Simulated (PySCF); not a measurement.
Fill in the blanks.

C₃H₁₀N₂OSi.
SMILES with atom numbers: `[CH2:1]=[N:2][Si@H:3]([OH:4])[N:5]([CH3:6])[CH3:7]` (hydrogens: H8, H9 on C1; H10 on Si3; H11 on O4; H12, H13, H14 on C6; H15, H16, H17 on C7)

Conformer (atom-mapped SMILES and torsion angles): `[CH2:1]=[N:2][Si@H:3]([OH:4])[N:5]([CH3:6])[CH3:7]`: C1–N2–Si3–O4 -121°, N2–Si3–N5–C6 -50°, H–O4–Si3–N2 -47°.

```json
{"property": "point group of the GFN2-xTB geometry", "level": "GFN2-xTB", "value": "?"}
{"property": "rotational constants A, B, C of the GFN2-xTB geometry", "level": "GFN2-xTB", "value": "?"}
{"property": "dipole moment", "level": "PBE0/pcSseg-1", "value": "1.48 D"}
{"property": "HOMO energy", "level": "PBE0/pcSseg-1", "value": "-6.26 eV"}
{"property": "LUMO energy", "level": "PBE0/pcSseg-1", "value": "-0.81 eV"}
{"property": "13C chemical shifts (computed TMS as zero) by class", "level": "GIAO PBE0/pcSseg-1", "value": "173.5 (C1), 37.7 (C6/C7) ppm"}
{"property": "1H chemical shifts (computed TMS as zero) by class", "level": "GIAO PBE0/pcSseg-1", "value": "?"}
{"property": "isotropic shieldings of nuclei other than C and H, by class", "level": "GIAO PBE0/pcSseg-1", "value": "?"}
```

Gas-phase values; electronic properties from PySCF, density fitting. The structure is a single GFN2-xTB conformer in the gas phase; no vibrational or solvent corrections. NMR classes are plain means over equivalent atoms (diastereotopic ones count apart unless rotation or inversion swaps them), as if these changed places fast; in this geometry the members of some classes differ.

(1) Give the 1H chemical shifts (computed TMS as zero) by class.

(2) Give the rotational constants A, B, C of the GFN2-xTB geometry.

(3) The point group of the GFN2-xTB geometry?

(4) Give the isotropic shieldings of nuclei other than C and H, by class.

Results:

(1) 8.88 (H8), 8.75 (H9), 4.76 (H10), 2.52 (H12/H13/H14/H15/H16/H17), 1.89 (H11) ppm.

(2) 3.027, 1.758, 1.201 GHz.

(3) C1.

(4) -169 (N2), 237 (N5), 290 (O4), 388 (Si3) ppm.

In atomic units the dipole is 0.58 e·bohr (1 au = 2.5417 D). With B = h/(8π²I), that is 505.379 GHz u Å² over I, the principal moments of inertia are 167.0, 287.5 and 420.7 u Å² (most abundant isotopes); the inertial defect Ic − Ia − Ib is -33.8 u Å² (zero for a rigid planar frame, negative otherwise). The rotational constants make it an asymmetric top with κ = (2B − A − C)/(A − C) = -0.39, nearer the prolate limit (−1).

For the NMR shielding job (PBE0/pcSseg-1), on Arm Neoverse N1, one thread, no GPU (shared host), this took 41 s of wall time.
